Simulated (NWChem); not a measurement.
# GeClF$_{3}$; SMILES [F][Ge]([F])([F])[Cl]

Results from NWChem. Each level has its own optimisation; frequencies are unscaled.

For level BLYP/def2-SVP:

```
Item                               Result
---------------------------------  ------
highest harmonic frequency (cm⁻¹)     739
```

How do the values read with level PBE0/def2-SVP instead?


| Property | Value |
|---|---|
| highest harmonic frequency (cm⁻¹) | 790 |
